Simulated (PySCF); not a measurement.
A run for PySCF: U-B3LYP/LANL2DZ on GaH3O (SMILES [OH][GaH2]), a point of a bond scan (R = 0.962 Å).

```python
from pyscf import gto, scf, dft, mp
from pyscf.data.elements import chemcore

mol = gto.M(
    atom='''
    Ga   -0.22521905   -0.28436532    0.02581913
    H     0.06027017   -1.29718128    1.17225298
    H    -1.35945454   -0.30870479   -1.05292543
    O     0.93817677    1.08727522   -0.02402144
    H     0.77556061    1.72300911   -0.72754919
    ''',
    basis='lanl2dz',
    ecp={'Ga': 'lanl2dz'},
    charge=0, spin=0, verbose=3, max_memory=1800)
mf = dft.UKS(mol, xc='b3lyp')
mf.conv_tol = 1e-8
mf.max_cycle = 100
mf.init_guess_breaksym = True
mf.kernel()
if not mf.converged:
    mf = mf.newton().run(mf.mo_coeff, mf.mo_occ)
for _ in range(4):
    mo, _, stable, _ = mf.stability(return_status=True)
    if stable:
        break
    mf.kernel(mf.make_rdm1(mo, mf.mo_occ))
```

It printed:

```
converged SCF energy = -79.0998894348213  <S^2> = 3.2286263e-10  2S+1 = 1
<class 'pyscf.dft.uks.UKS'> wavefunction is stable in the internal stability analysis
```

Self-consistency was reached.

Cost: roughly 21 core-seconds.
